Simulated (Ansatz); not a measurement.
An input meant for FeNO3²⁻, that is [FeO3N]- with one electron more (charge -2, doublet; with a point charge).

```yaml
crystal:
  periodic: [true, true, true]
  atoms:
    - {symbol: Fe, position_ang: [-0.001894, -0.003274, -0.001367]}
    - {symbol: O, position_ang: [-0.003420, -0.042843, 1.624003]}
    - {symbol: O, position_ang: [1.523113, -0.013528, -0.564964]}
    - {symbol: O, position_ang: [-0.792140, 1.313665, -0.534826]}
    - {symbol: N, position_ang: [-0.725659, -1.254021, -0.522857]}
basis:
  gaussian: {orbitals: 6-31G, point_charges: [{charge: 2.00, position_ang: [5.587, -0.702, 0.892]}]}
total_charge: -2
magnetization: {spin_polarized: true, initial_magnetization: 1}
hamiltonian: {xc: {name: wB97M-V}}
scf: {lower_state_search: off}
output: {forces: true}
```

```sh
$ ansatz run in.yaml --threads 4 --pin off --events-out ev --progress --plain --max-ram 3916MiB
```

It prints (some lines left out):

```
Error: YAML parse error: error: line 2 column 3: crystal: missing field `lattice` (a structure is typed as `lattice` and `atoms`, a molecule's as `atoms` in Å alone, or read from a run's directory, `checkpoint`)
 --> <input>:2:3
1 | crystal:
2 |   periodic: [true, true, true]
3 |   atoms:
4 |     - {symbol: Fe, position_ang: [-0.001894, -0.003274, -0.001367]}
```

(1) What is wrong with this run?

Results:

(1) The species is marked periodic without a cell. The program refused the input.
